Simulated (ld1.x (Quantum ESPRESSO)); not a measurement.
# terbium: variants of one PAW potential

Base potential:

```json
{
  "Element": "Tb (Z = 65)",
  "Generator": "ld1.x (Quantum ESPRESSO) 7.5",
  "Type": "PAW",
  "Functional": "LDA (PZ)",
  "Relativity": "scalar-relativistic",
  "Frozen core": "[Xe]",
  "Valence charge": "11",
  "Reference configuration": "4f8 5d0 6s0 6p0 (charge +3)",
  "Partial waves": "6s (bound, empty): rcut 2.50, rcutus 3.20 bohr; 6s channel at -1 Ry: rcut 2.50, rcutus 3.20 bohr; 6p (bound, empty): rcut 2.25, rcutus 2.65 bohr; 6p channel at -0.9 Ry: rcut 2.25, rcutus 2.65 bohr; 5d (bound, empty): rcut 2.50, rcutus 2.85 bohr; 5d channel at 2.8 Ry: rcut 2.50, rcutus 2.85 bohr; 4f (bound): rcut 1.10, rcutus 1.30 bohr; 4f channel at -1.35 Ry: rcut 1.10, rcutus 1.30 bohr",
  "Local potential": "all-electron potential smoothed inside 1.50 bohr (lloc = -1)",
  "Core correction": "Bessel-smoothed model core, default radius (core density twice the valence density)",
  "Augmentation charge": "PSQ, inside the norm-conserving radii"
}
```

All-electron outer shells of the reference configuration (LDA (PZ), scalar-relativistic, ld1.x):

| shell | level (eV) | outermost node (bohr) | outermost maximum (bohr) |
| --- | --- | --- | --- |
| 5s | -76.75 | 0.64 | 1.16 |
| 5p | -52.98 | 0.69 | 1.32 |
| 4f | -34.56 | – | 0.55 |
| 5d | -24.98 | 0.77 | 1.78 |
| 6s | -22.81 | 1.53 | 2.79 |
| 6p | -17.13 | 1.78 | 3.32 |

Cutoffs, loose and tight: the cutoffs (Ry, on a coarse ladder) from which the occupation-weighted sum of valence levels, in a spherical-Bessel basis at the reference potential, stays within 10 and 1 mRy of its value at 400 Ry. They do not see the model core or the augmentation charge, which bear on the density cutoff. Test errors are all-electron minus pseudo excitation energies from the reference, over the configurations 4f9 5d0 6s2 6p0; 4f9 5d0 6s1 6p0; 4f9 5d0 6s0 6p0; 4f8 5d0 6s2 6p0; 4f8 5d1 6s2 6p0; 4f9 5d0.5 6s1.5 6p0; 4f9 5d0 6s1 6p1 (two spin-polarised tests are not counted in the largest error). A dash means not determined; rows that change the core or the reference have their own tests.

A true bound ghost makes a file unfit for plane-wave use even where its test errors are small: the radial tests pick states by their node count and pass the ghost by.

Cutoffs are not given where the Bessel-basis levels miss the radial ones by over 6 mRy, ghosts where they miss by over 20 mRy; a channel whose overlap is not positive is not tested.

The default core radius of the base comes out at 4.77 bohr.

A file whose overlap is not positive is unfit for use, and its test errors describe a broken file.

```tsv
change	outcome	bound ghosts	largest test error (meV)
base	generated, overlap not positive	not determined (overlap not positive)	test run stopped at test 1 of 9 (negative rho)
core correction Bessel-smoothed model core inside 0.64 bohr	generated, overlap not positive	not determined (overlap not positive)	test run stopped at test 1 of 9 (negative rho)
waves 6s (bound): rcut 2.44, rcutus 2.58 bohr; 6s channel at -1 Ry: rcut 2.44, rcutus 2.58 bohr	generated, overlap not positive	not determined (overlap not positive)	test run stopped at test 1 of 9 (negative rho)
waves 5d (bound): rcut 2.50, rcutus 2.80 bohr; 5d channel at 2.8 Ry: rcut 2.50, rcutus 2.80 bohr	generated, overlap not positive	not determined (overlap not positive)	test run stopped at test 1 of 9 (negative rho)
reference 4f9 5d0 6s0 6p0	generated, overlap not positive	s (p not tested, overlap not positive)	test run stopped at test 1 of 9 (negative rho)
local potential all-electron potential smoothed inside 1.80 bohr (lloc = -1)	generated, overlap not positive	s (p not tested, overlap not positive)	test run stopped at test 1 of 9 (negative rho)
waves 4f (bound): rcut 1.10, rcutus 1.88 bohr; 4f channel at -1.35 Ry: rcut 1.10, rcutus 1.88 bohr	generated, overlap not positive	not determined (overlap not positive)	test run stopped at test 1 of 9 (negative rho)
```

Question: What comes out with this change to the base: waves 6p (bound): rcut 2.25, rcutus 3.48 bohr; 6p channel at -0.9 Ry: rcut 2.25, rcutus 3.48 bohr?

Answer: outcome: generated, overlap not positive; bound ghosts: p (s not tested, overlap not positive); largest test error (meV): test run stopped at test 1 of 9 (negative rho). A file whose overlap is not positive is unfit for use, and its test errors describe a broken file.
